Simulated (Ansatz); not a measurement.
Input file for Ansatz (a program for electronic structure): R-revPBE/def2-TZVPPD on FHO2S (a complex). Files ending in .json are basis or fitting sets from the Basis Set Exchange.

Ansatz 0.2 input:
```yaml
crystal:
  periodic: [false, false, false]
  atoms:
    - {symbol: F, position_ang: [0.35084368, 0.50696988, -0.65679428]}
    - {symbol: H, position_ang: [0.08404084, 0.72411377, 0.21057448]}
    - {symbol: O, position_ang: [-0.33595288, 0.66260681, 2.00924566]}
    - {symbol: S, position_ang: [-0.19430013, -0.57048940, 2.75158564]}
    - {symbol: O, position_ang: [-0.53505073, -0.55502942, 4.14432633]}
basis:
  gaussian:
    orbitals: def2-TZVPPD.json
hamiltonian:
  xc: {name: revPBE}
scf: {lower_state_search: off}
```

Output:

```
WARN ansatz: RAYON_NUM_THREADS=1 ignored (pool sized by the plan → 1); use --threads N
Functional definition: revPBE
these checks for a lower state are left out or cut short: stability, starts, cluster_reference, orbital_swaps, neighbouring_geometries, increment
integrals: 0.09 GiB planned
942 factors; their error is unknown
mean field: 0.65 GiB planned
mean field evaluation 1: about -17650.8010 eV, gradient 8.5e1 eV
mean field evaluation 2: about -17585.9409 eV, gradient 2.0e2 eV
mean field evaluation 4: about -17659.2635 eV, gradient 4.0e1 eV
mean field evaluation 8: about -17662.1036 eV, gradient 8.9e-2 eV
mean field evaluation 16: about -17662.0955 eV, gradient 1.5e-5 eV
mean field -17662.09552841 eV, -649.0700388707 hartree, gradient 1.7e-6 eV, S^2 0.000000; 0 other end points of the search recorded, 0 dependent functions left out
reference -17662.09560028 eV, -649.0700415120 hartree; 21, 21 occupied and 167, 167 virtual orbitals, 942 factors
Total energy: -17662.09560028 eV, -649.0700415120 hartree
Checks for a lower state left out: stability, starts, cluster_reference, orbital_swaps, neighbouring_geometries, increment
```

The run converged.

Cost: about 1.6 core-seconds (a rough figure).
